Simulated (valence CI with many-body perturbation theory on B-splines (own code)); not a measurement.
Results of a calculation; reference values are marked as such.
## From CI to CI+MBPT in Ru³⁸⁺

Level of theory: relativistic CI+MBPT: four valence electrons over a frozen Dirac-Fock core [He], radial functions for each j: 11 s, 11 p, 9 d, 7 f, 5 g, 2 h, 1 i, with the one-electron correlation potential Σ1, the two-electron term Σ2, the three-electron term Σ3, Breit, model QED; selected CI, second order for the rest (own B-spline code, finite nucleus).

The last digits are not significant, and no measured levels were compared; by estimate large intervals hold to a few tenths of a per cent, small ones and those within an open d or f shell to about a per cent. Among the levels kept, up to 260 cm⁻¹ of a level comes from second order outside the variational space, and about a tenth of that is noise between levels of different J, which matters for small intervals.

Each rung adds one term. CI alone is the Dirac-Coulomb CI over the frozen core; QED comes last and gives the full result, which names the levels. Energies are above (2s^2 2p1/2^2) J=0 on the same rung, in eV.

Levels are named by their leading jj configuration (3d3/2^4 stands for four electrons in 3d with j = 3/2), which in mixed levels can hold well under half, so a name can repeat and another be missing. Letters in brackets count levels of one name in rising energy.

```csv
Level,CI alone
(2s^2 2p1/2 2p3/2) J=1,131.4
(2s^2 2p1/2 2p3/2) J=2,146.0
(2s 2p1/2^2 2p3/2) J=2,269.1
(2s^2 2p3/2^2) J=2,285.8
(2s^2 2p3/2^2) J=0,315.0
(2s 2p1/2^2 2p3/2) J=1,318.7
(2s 2p1/2 2p3/2^2) J=2 [a],394.7
(2s 2p1/2 2p3/2^2) J=3,423.7
(2s 2p1/2 2p3/2^2) J=0,447.8
(2s 2p1/2 2p3/2^2) J=1 [a],459.1
(2s 2p1/2 2p3/2^2) J=2 [b],470.4
(2s 2p1/2 2p3/2^2) J=1 [b],474.4
(2s 2p3/2^3) J=2,585.1
(2p1/2^2 2p3/2^2) J=2,623.3
(2s 2p3/2^3) J=1,628.8
(2p1/2^2 2p3/2^2) J=0,655.4
```

(1) What do these energies become with core correlation, Breit and QED?

(2) How does the ionisation energy move along the ladder, and which term matters most?

Answers

(1) (2s^2 2p1/2 2p3/2) J=1 128.9 (-2.50); (2s^2 2p1/2 2p3/2) J=2 141.9 (-4.12); (2s 2p1/2^2 2p3/2) J=2 265.0 (-4.06); (2s^2 2p3/2^2) J=2 280.0 (-5.82); (2s^2 2p3/2^2) J=0 310.8 (-4.14); (2s 2p1/2^2 2p3/2) J=1 315.2 (-3.48); (2s 2p1/2 2p3/2^2) J=2 [a] 389.1 (-5.63); (2s 2p1/2 2p3/2^2) J=3 415.5 (-8.16); (2s 2p1/2 2p3/2^2) J=0 443.2 (-4.65); (2s 2p1/2 2p3/2^2) J=1 [a] 453.3 (-5.82); (2s 2p1/2 2p3/2^2) J=2 [b] 463.0 (-7.41); (2s 2p1/2 2p3/2^2) J=1 [b] 468.7 (-5.71); (2s 2p3/2^3) J=2 576.8 (-8.35); (2p1/2^2 2p3/2^2) J=2 616.2 (-7.10); (2s 2p3/2^3) J=1 620.5 (-8.27); (2p1/2^2 2p3/2^2) J=0 650.1 (-5.37).

(2) CI alone 5662.8, + Σ1 5663.1, + Σ2 5663.1, + Σ3 5663.0, + Breit 5656.3, + QED 5656.5 eV. The largest step is Breit, -6.7 eV. NIST lists 5647 ± 6 eV (semi-empirical).
